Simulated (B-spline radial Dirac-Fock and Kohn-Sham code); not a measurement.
Photoionisation of manganese ions at W Kα (59318.2 eV)

Model: Dirac-Hartree-Slater photoionisation with all multipoles and Dirac-Fock thresholds. Program: a radial B-spline solver. Cross sections in kb; a dash marks an empty subshell or a threshold above the photon energy.

```tsv
ion	configuration	total	2s	2p1/2	2p3/2	3s	3p3/2
Mn	[Ar] 3d5 4s2	0.07983	0.00618	0.000244	0.000413	0.000887	5.64e-05
Mn³⁺	[Ar] 3d4	0.07979	0.00618	0.000244	0.000413	0.000907	5.85e-05
Mn⁴⁺	[Ar] 3d3	0.07982	0.00618	0.000244	0.000413	0.000935	6.12e-05
Mn⁵⁺	[Ar] 3d2	0.07986	0.00619	0.000244	0.000412	0.000969	6.43e-05
Mn⁶⁺	[Ar] 3d1	0.07990	0.00619	0.000244	0.000413	0.00101	6.78e-05
Mn¹¹⁺	[Ne] 3s2 3p2	0.08020	0.00629	0.000249	0.000421	0.00123	2.94e-05
Mn¹⁹⁺	[He] 2s2 2p2	0.07992	0.00726	0.000101	0.000172	–	–
```

Values without a named source are computed, but for edge energies of neutral atoms, which are taken from tables.
